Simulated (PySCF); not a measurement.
## Frontier orbitals and the lowest excitations

C9H10.
SMILES with atom numbers: `[CH:1]#[C:2][C@@:3]1([CH3:4])[C@@H:5]2[C@@H:6]3[CH2:7][C@H:8]1[C@H:9]23` (hydrogens: H10 on C1; H11, H12, H13 on C4; H14 on C5; H15 on C6; H16, H17 on C7; H18 on C8; H19 on C9)

Method: PySCF, TDDFT wB97X-D/def2-SVPD, vertical, gas phase, core orbitals frozen in the response. Isolated species at its PBE0-D3(BJ)/def2-SVP geometry, gas phase.

Kohn–Sham orbitals with the atoms that hold most of them (Löwdin shares over 4%, at most four atoms; ? is withheld):

```tsv
orbital	ε (eV)	atoms
HOMO-3	-10.17	C5 23%, C6 22%, C9 11%, C7 8%
HOMO-2	-9.61	C1 33%, C2 33%, C9 8%
HOMO-1	-9.30	?
HOMO	?	C1 24%, C2 20%, C5 11%, C8 10%
LUMO	2.31	?
LUMO+1	2.76	C1 34%, C2 9%, H10 9%, C6 6%
LUMO+2	2.86	C9 16%, H19 15%, C4 11%, H15 9%
```

Problem. Which atoms hold the LUMO, and with what shares?

Solution. C1 (bonded to C and H) 12%; C4 (bonded to C and 3 H) 11%; C7 (bonded to 2 C and 2 H) 9%; C2 (bonded to 2 C) 7%.

Problem. Give the leading atoms of the HOMO-1.

Solution. C9 (bonded to 3 C and H) 18%; C6 (bonded to 3 C and H) 16%; C1 (bonded to C and H) 14%; C5 (bonded to 3 C and H) 12%.

Problem. What is the HOMO energy, and the HOMO–LUMO gap?

Solution. ε(HOMO) = -9.11 eV; the gap is 11.42 eV (0.4197 hartree).

Problem. The HOMO–LUMO gap is 11.42 eV. Where does the response calculation put the lowest singlet, and from which orbitals?

Solution. S1 is at 6.53 eV (f = 0.0001), 4.89 eV below the gap, made of HOMO→LUMO+5 (34%), HOMO-1→LUMO+5 (10%), HOMO→LUMO (10%). 

Next come S2 at 6.80 eV (f 0.0094), HOMO→LUMO+3 (23%), HOMO-2→LUMO+5 (19%), HOMO→LUMO+4 (12%); S3 at 6.82 eV (f 0.0003), HOMO-2→LUMO+3 (34%), HOMO-2→LUMO+4 (16%), HOMO-1→LUMO+3 (10%); S4 at 7.51 eV (f 0.055), HOMO→LUMO (54%), HOMO→LUMO+1 (27%); S5 at 7.62 eV (f 0.036), HOMO-1→LUMO (61%), HOMO→LUMO+1 (11%).

Löwdin shares depend on the basis, the more so with diffuse functions.
